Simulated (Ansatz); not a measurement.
One change: `[OH][GeH2][SeH]` becomes `O[SiH2][SeH]`.

Ansatz, PBE0-D4/def2-TZVP geometries, multiplicity 1. Each molecule was computed in one conformer, which needn't be the lowest.

Scalar relativity is left out up to krypton.

```json
{"property": "size of the dipole moment (PBE/def2-TZVPP) / D", "`[OH][GeH2][SeH]`": "0.39"}
{"property": "HOMO energy (B3LYP/def2-TZVPP) / eV", "`[OH][GeH2][SeH]`": "-6.98"}
{"property": "HOMO energy (PBE0/def2-TZVPP) / eV", "`[OH][GeH2][SeH]`": "-7.22"}
{"property": "LUMO energy (PBE/def2-TZVPP) / eV", "`[OH][GeH2][SeH]`": "-1.11"}
{"property": "HOMO–LUMO gap (ωB97M-V/def2-TZVPP) / eV", "`[OH][GeH2][SeH]`": "11.05"}
{"property": "LUMO energy (B3LYP/def2-TZVPP) / eV", "`[OH][GeH2][SeH]`": "-0.52"}
```

(1) Give the same properties after the change, and the shifts. (An estimate is asked.)

Results:

(1) Computed: 
```json
{"property": "size of the dipole moment (PBE/def2-TZVPP) / D", "`O[SiH2][SeH]`": "1.45", "shift": "1.06"}
{"property": "HOMO energy (B3LYP/def2-TZVPP) / eV", "`O[SiH2][SeH]`": "-7.02", "shift": "-0.04"}
{"property": "HOMO energy (PBE0/def2-TZVPP) / eV", "`O[SiH2][SeH]`": "-7.27", "shift": "-0.05"}
{"property": "LUMO energy (PBE/def2-TZVPP) / eV", "`O[SiH2][SeH]`": "-1.00", "shift": "0.11"}
{"property": "HOMO–LUMO gap (ωB97M-V/def2-TZVPP) / eV", "`O[SiH2][SeH]`": "11.07", "shift": "0.02"}
{"property": "LUMO energy (B3LYP/def2-TZVPP) / eV", "`O[SiH2][SeH]`": "-0.40", "shift": "0.12"}
```

With PBE0 the HOMO falls by 0.05 eV and the LUMO rises by 0.09 eV, so the gap widens by about 0.14 eV. PBE moves the HOMO by -0.07 eV and ωB97M-V by -0.05 eV. Dipoles are sizes alone; their direction can turn.

B3LYP here is the variant with VWN-RPA as its local correlation; programs differ in this.

Spin–orbit coupling is left out; it splits and shifts lone-pair levels of the heavy atoms by tenths of an eV.
